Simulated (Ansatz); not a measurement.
`C#C[Se]BF` and `C#C[Se][SiH3]` differ in one atom or group.

Ansatz, PBE0-D4/def2-TZVP geometries, multiplicity 1. Each molecule was computed in one conformer, which needn't be the lowest.

Scalar relativity is left out up to krypton.

| property | `C#C[Se]BF` |
| --- | --- |
| HOMO energy (PBE/def2-TZVPP) / eV | -6.22 |
| size of the dipole moment (B3LYP/def2-TZVPP) / D | 0.33 |
| HOMO energy (ωB97M-V/def2-TZVPP) / eV | -9.33 |
| LUMO energy (ωB97M-V/def2-TZVPP) / eV | 0.83 |
| size of the dipole moment (PBE/def2-TZVPP) / D | 0.28 |
| LUMO energy (PBE/def2-TZVPP) / eV | -2.08 |

(1) Give the same properties after the change, and the shifts. (An estimate is asked.)

Results:

(1) Ansatz gave: 
```tsv
property	`C#C[Se][SiH3]`	shift
HOMO energy (PBE/def2-TZVPP) / eV	-5.71	0.51
size of the dipole moment (B3LYP/def2-TZVPP) / D	1.07	0.74
HOMO energy (ωB97M-V/def2-TZVPP) / eV	-8.86	0.47
LUMO energy (ωB97M-V/def2-TZVPP) / eV	1.28	0.45
size of the dipole moment (PBE/def2-TZVPP) / D	1.00	0.72
LUMO energy (PBE/def2-TZVPP) / eV	-1.37	0.71
```

With PBE0 the HOMO rises by 0.50 eV and the LUMO rises by 0.65 eV, so the gap widens by about 0.15 eV. PBE moves the HOMO by 0.51 eV and ωB97M-V by 0.47 eV. The zero-point energy changes by 24.6 kJ/mol with +3 modes. Dipoles are sizes alone; their direction can turn.

B3LYP here is the variant with VWN-RPA as its local correlation; programs differ in this.

Spin–orbit coupling is left out; it splits and shifts lone-pair levels of the heavy atoms by tenths of an eV.
